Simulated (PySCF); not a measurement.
4-propylpyridine, C₈H₁₁N

Cartesian coordinates in Å; atom numbers follow the order of the lines, from 1:
```xyz
20

C    -3.1765   -0.2666   -0.1072
C    -1.7014   -0.3742   -0.4553
C    -0.7934    0.3021    0.5745
C     0.6610    0.1888    0.2205
C     1.2954    1.1385   -0.5858
C     2.6349    0.9607   -0.9268
N     3.3665   -0.0766   -0.5281
C     2.7670   -0.9831    0.2394
C     1.4338   -0.8993    0.6367
H    -3.4972    0.7855   -0.0426
H    -3.3940   -0.7368    0.8653
H    -3.8053   -0.7602   -0.8633
H    -1.5118    0.0728   -1.4461
H    -1.4095   -1.4343   -0.5464
H    -0.9685   -0.1494    1.5652
H    -1.0708    1.3661    0.6600
H     0.7505    2.0165   -0.9434
H     3.1419    1.7021   -1.5559
H     3.3819   -1.8310    0.5641
H     1.0013   -1.6767    1.2724
```

Theory: quadratic response CAM-B3LYP/aug-cc-pVDZ first hyperpolarisability, Taylor convention, gas phase in PySCF 2.14.0. Geometry: PBE0-D3(BJ)/def2-SVP.

(1) What is the first hyperpolarisability, and how does it disperse?

(2) Which lowest excitations, dipole and polarisabilities go with it?

Answers

(1) In au, Taylor convention; the vector part is βᵢ = ⅓ Σⱼ (βᵢⱼⱼ + βⱼᵢⱼ + βⱼⱼᵢ); β∥ is 3/5 of the vector part along the dipole, the dipole points from − to +:
```tsv
process	λ (nm)	β vector norm	β∥	β HRS	depolarisation ratio
static β(0;0,0)	∞	85.8	44.9	47.1	2.74
second harmonic β(−2ω;ω,ω)	1907	90.7	47.6	49.7	2.74
Pockels β(−ω;ω,0)	1907	87.4	45.8	–	–
second harmonic β(−2ω;ω,ω)	1064	102.8	54.4	56.1	2.75
Pockels β(−ω;ω,0)	1064	91.0	47.8	–	–
```

(2) S1 5.15 eV (f = 0.005); S2 5.39 eV (f = 0.000); S3 5.55 eV (f = 0.029); dipole 2.90 D; isotropic α 102.3 au static, 102.7 au at 1907 nm, 103.4 au at 1064 nm, 103.7 au at 953.5 nm, 106.9 au at 532 nm.
